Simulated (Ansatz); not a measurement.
C2H4Cl2Si2, SMILES [SiH3]C#C[SiH](Cl)Cl. Atoms are numbered in the order given.

```xyz
10

Si     3.6936    -0.0244     0.5650
C      1.8564    -0.1168     0.4565
C      0.6359    -0.1748     0.3785
Si    -1.1783    -0.2706     0.2787
Cl    -1.9525     1.6429     0.2735
Cl    -1.7045    -1.2309    -1.4713
H      4.2082     0.7524    -0.5947
H      4.2497    -1.4042     0.5401
H      4.0698     0.6506     1.8366
H     -1.7466    -1.0132     1.4209
```

Coordinates come from a B3LYP-D3(BJ)/def2-SVP optimisation. This is a generated structure with no PubChem entry under its InChIKey; it may be hypothetical.

Two levels are set side by side: PBE-D3(BJ)/def2-SVP (Ansatz, a program for electronic structure) and B3LYP-D3(BJ)/def2-SVP (Ansatz). Each level has its own optimised geometry; the coordinates shown are those of the second. Differences are taken from unrounded values.

```csv
quantity,B3LYP-D3(BJ)
mean bond length (Å),1.662
bond Si1–C2 (Å),1.843
bond C2–C3 (Å),1.224
bond C3–Si4 (Å),1.819
bond Si4–Cl5 (Å),2.064
bond Si4–Cl6 (Å),2.064
bond Si1–H7 (Å),1.488
bond Si1–H8 (Å),1.488
bond Si1–H9 (Å),1.488
bond Si4–H10 (Å),1.476
```

Question: What does PBE-D3(BJ) give, and how far is it from B3LYP-D3(BJ)? (An estimate is asked for; the answer gives what the named calculation found.)

Answer: 
```csv
quantity,PBE-D3(BJ),PBE-D3(BJ) minus B3LYP-D3(BJ)
mean bond length (Å),1.671,0.009
bond Si1–C2 (Å),1.844,0.001
bond C2–C3 (Å),1.237,0.012
bond C3–Si4 (Å),1.824,0.005
bond Si4–Cl5 (Å),2.069,0.005
bond Si4–Cl6 (Å),2.069,0.005
bond Si1–H7 (Å),1.501,0.013
bond Si1–H8 (Å),1.501,0.013
bond Si1–H9 (Å),1.501,0.013
bond Si4–H10 (Å),1.491,0.015
```

GGA bonds tend to be longer and softer than those of functionals with exact exchange. Differences between two approximate levels are no errors against the true value.
